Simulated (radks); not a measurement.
The numbers below are computed, except where a source is named.
Initial-state core-level shifts of neutral ruthenium when its valence configuration changes from [Kr] 4d7 5s1. Level of theory: Dirac Kohn-Sham, PBE, spin-unpolarised, spherical densities, finite nucleus; open shells are shared between the two j in proportion to 2j + 1; Fermi nuclear charge, rms radius 4.4809 fm (a radial shooting solver on a logarithmic mesh with Libxc functionals). Shifts are changes of the shell-averaged eigenvalues in eV (positive: less bound); the change of the density at the nucleus, which sets a Mossbauer isomer shift, is in e/bohr^3, on a base of 1.101e+05.

valence               1s       3d       4s       4p  density at nucleus
4d6 5s2           -3.428   -3.613   -3.333   -3.179              +18.97
4d6.5 5s1 5p0.5   -2.466   -2.537   -2.440   -2.374               +2.40
4d6 5s1 5p1       -4.990   -5.143   -4.896   -4.748               +5.05
4d7 5s0.5 5p0.5   -0.842   -0.820   -0.850   -0.859               -6.24
4d6.5 5p1.5       -3.926   -3.963   -3.909   -3.851              -12.12
4d8               +2.758   +2.916   +2.775   +2.664              -14.06
4d7.5 5s0.5       +1.471   +1.554   +1.468   +1.408               -7.59
4d7 5p1           -1.598   -1.556   -1.615   -1.630              -13.05
4d5 5s0.5 5p2.5  -10.934  -11.268  -10.556  -10.196               +1.95
